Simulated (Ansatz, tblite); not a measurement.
Cost and result up the ladder for the cluster SnAu₂ (the lowest singlet isomer of a short search) (3 atoms). Total charge 0; singlet. Geometry: B3LYP-D4/def2-TZVP.

Cartesian coordinates in Å:
```
Au -1.1889 -1.1076 1.0893
Au 0.6552 0.3263 -1.8141
Sn 0.5337 0.7813 0.7248
```

Ansatz on 4 threads of Arm Neoverse V2 on a shared host; xTB runs through tblite on one thread. Times are rough, summed over both states, and most runs start from the orbitals of an earlier one. PBE0-D4/def2-TZVP serves as the yardstick here, not as an exact answer. The other state is a doublet.

In the def2 sets Au, Sn take a core potential; there is no spin–orbit coupling. The xTB rows come from tblite. HOMO above LUMO, or a gap near zero within one spin, warns that the state may not be the lowest or that an electron is smeared out. The structure comes from a short search, and lower isomers may exist.

Raw xTB energies of ions are shifted by several eV.

```
              level  functions  wall time
           GFN1-xTB         27    0.006 s
           GFN2-xTB         27    0.006 s
   PBE-D4/def2-TZVP        130      3.4 s
  PBE0-D4/def2-TZVP        130        5 s
r2SCAN-D4/def2-TZVP        130      7.2 s
```

Task: Estimate what each level gives for the vertical IE (eV).

Result: 
```tsv
level	vertical IE (eV)	difference from PBE0-D4/def2-TZVP (eV)	remarks
GFN1-xTB	13.36	5.28	–
GFN2-xTB	12.25	4.17	–
PBE-D4/def2-TZVP	8.25	0.17	gap within one spin near zero (+1 doublet)
PBE0-D4/def2-TZVP	8.08	0.00	–
r2SCAN-D4/def2-TZVP	8.22	0.14	–
```
